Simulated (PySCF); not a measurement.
## Ionisation energy of Ru³³⁺ by level of theory

Ru³³⁺ [Ne] 3s1 (2S) → Ru³⁴⁺ [Ne] (1S), as a difference of total energies. All numbers are calculated (PySCF 2.14, scalar relativity by spin-free X2C-1e, in an uncontracted even-tempered set (18 s from 5 bohr⁻², ratio 2.5; 11 p from 6.5 bohr⁻², ratio 2.5; 4 d from 24 bohr⁻², ratio 2.7; 4 f from 36 bohr⁻², ratio 2.7)). Correlated levels: outer shells: 1s2 frozen; virtual orbitals above 40 to 60 times the deepest correlated orbital energy dropped. The calculations carry no spin-orbit coupling.

```json
{"method": "UHF", "ionisation energy (eV)": "2012.2", "difference from reference (eV)": "-0.8"}
{"method": "LDA", "ionisation energy (eV)": "2014.7", "difference from reference (eV)": "+1.7"}
{"method": "PBE", "ionisation energy (eV)": "2016.9", "difference from reference (eV)": "+3.9"}
{"method": "PBE0", "ionisation energy (eV)": "2015.9", "difference from reference (eV)": "+2.9"}
{"method": "r2SCAN", "ionisation energy (eV)": "2011.8", "difference from reference (eV)": "-1.2"}
{"method": "TPSS", "ionisation energy (eV)": "2015.1", "difference from reference (eV)": "+2.1"}
{"method": "M06-L", "ionisation energy (eV)": "2009.5", "difference from reference (eV)": "-3.5"}
{"method": "MP2 (outer shells)", "ionisation energy (eV)": "2012.9", "difference from reference (eV)": "-0.1"}
{"method": "SCS-MP2 (outer shells)", "ionisation energy (eV)": "2012.8", "difference from reference (eV)": "-0.2"}
```

Reference: 2013.04 ± 0.06 eV (semi-empirical (NIST evaluation); NIST Atomic Spectra Database, ionization energies).

Breit and QED terms and the two-electron picture change are absent.
